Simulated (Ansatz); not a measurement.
Total energies of Si₁₈H₂₄, a nanocrystal cut from hexagonal silicon from Ansatz at PBE0-D4/def2-TZVP, gas phase (1 Eh = 27.2114 eV = 2625.5 kJ/mol). The reference geometry is relaxed at PBE-D4/def2-SVP.

```xyz
42

Si    3.944    2.306   -0.395
Si    4.042    1.289    1.743
Si    1.921    1.755   -1.462
Si    1.763   -0.583   -1.667
Si    2.081    0.048    2.138
Si    1.859   -1.597    0.472
Si   -0.251   -1.150   -2.742
Si   -0.387   -3.490   -2.949
Si   -0.090   -2.857    0.859
Si   -0.294   -4.504   -0.809
Si    0.121    2.489   -0.138
Si    0.217    1.476    2.002
Si   -1.911    1.955   -1.196
Si   -2.027   -0.385   -1.403
Si   -1.750    0.250    2.405
Si   -1.931   -1.399    0.737
Si   -3.701    2.705    0.134
Si   -3.604    1.693    2.274
H     5.108    1.834   -1.231
H     4.053    3.804   -0.246
H     5.244    0.381    1.814
H     4.196    2.354    2.801
H     1.833    2.390   -2.830
H     2.928   -1.095   -2.481
H     2.116   -0.610    3.497
H     3.063   -2.510    0.504
H    -0.311   -0.477   -4.093
H     0.755   -3.996   -3.796
H    -1.678   -3.870   -3.631
H    -0.025   -3.477    2.235
H     0.885   -5.444   -0.748
H    -1.547   -5.312   -0.580
H     0.211    3.986    0.049
H     0.346    2.572    3.034
H    -1.947    2.585   -2.569
H    -3.341   -0.768   -2.044
H    -1.666   -0.410    3.761
H    -3.207   -2.183    0.942
H    -3.636    4.205    0.282
H    -5.011    2.357   -0.529
H    -3.495    2.763    3.332
H    -4.875    0.918    2.523
```

| state | geometry | energy (Eh) |
| --- | --- | --- |
| charge 0 singlet | reference | -5223.58940 |
| charge 1 doublet | reference | -5223.29228 |
| charge -1 doublet | reference | -5223.62124 |
| free Si atom (triplet) | – | -289.24943 |
| free H atom (doublet) | – | -0.50104 |

Single mean-field runs in def2-TZVP are fitted with def2-universal-jkfit.

Work out the vertical ionisation energy to the doublet.

E(charge 1 doublet) − E(charge 0 singlet) = -5223.29228 − (-5223.58940) = 0.29712 Eh = 8.09 eV. For comparison, −ε of the highest occupied level is 6.99 eV at this level, 1.10 eV less.

Work out the vertical electron affinity, to the doublet.

E(charge 0 singlet) − E(charge -1 doublet) = -5223.58940 − (-5223.62124) = 0.03184 Eh = 0.87 eV. The basis lacks diffuse functions, which makes affinities too small.

Give the fundamental gap IE − EA, the Mulliken electronegativity (IE + EA)/2 and the hardness (IE − EA)/2.

From the values in Eh: IE − EA = 0.29712 − 0.03184 = 0.26528 Eh = 7.22 eV; (IE + EA)/2 = 4.48 eV; (IE − EA)/2 = 3.61 eV. The HOMO–LUMO gap of the same run is 5.27 eV, 1.95 eV smaller than the fundamental gap.

What is the binding energy per atom against free atoms?

Atoms: 18 × (-289.24943) + 24 × (-0.50104) = -5218.51470 Eh. Binding: -5218.51470 − (-5223.58940) = 5.07470 Eh = 138.09 eV, or 3.29 eV for each of 42 atoms (no zero-point energy, no counterpoise term).

At PBE0-D4/def2-TZVP the highest occupied level of the charge -1 doublet lies above zero (up to 0.16 eV). By energy differences its removal costs 0.87 eV (vertical, to the charge 0 singlet, at PBE0-D4/def2-TZVP); self-interaction error and the lack of diffuse functions both raise the level.
